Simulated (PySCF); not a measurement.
A species of formula C5H6F4 has this rotational fingerprint, computed with CAM-B3LYP/def2-SVPD in PySCF (dipole) on a GFN2-xTB geometry, gas phase:

```
Rotational constants : A = 2699, B = 1003, C = 848.1 MHz
Dipole components    : |μa| = 4.73 D, |μb| = 0.04 D, |μc| = 0.00 D
Inertial defect      : -95.30 u·Å²
κ                    : -0.83
```

Question: Which structure is it? (One computed conformer of each.)
A. `[CH3:1]/[C:2]([F:3])=[CH:4]\[CH2:5][C:6]([F:7])([F:8])[F:9]` with C2–C4–C5–C6 -109°
B. `[CH3:1]/[C:2]([F:3])=[CH:4]/[C:5]([F:6])([F:7])[CH2:8][F:9]` with C2–C4–C5–F6 -123°, C4–C5–C8–F9 180°

Answer: B. It is C/C(F)=C/C(F)(F)CF, an asymmetric top, point group Cs. The candidates at the same level (rigid rotor, commonest isotopes):

```
            SMILES  A (MHz)  B (MHz)  C (MHz)  μa (D)  μb (D)  μc (D)  Δ (u·Å²)  point group                        rotor
C/C(F)=C\CC(F)(F)F     3264    823.6    768.3    1.14    1.61    1.77   -110.69           C1  near-prolate asymmetric top
C/C(F)=C/C(F)(F)CF     2699     1003    848.1    4.73    0.04    0.00    -95.30           Cs               asymmetric top
```

`C/C(F)=C\CC(F)(F)F` has A 21 % too high. In the right answer the mirror of this Cs structure is the ab plane, so μc vanishes by symmetry (the 0.01 D computed is a residue). No structure here is proved a minimum.
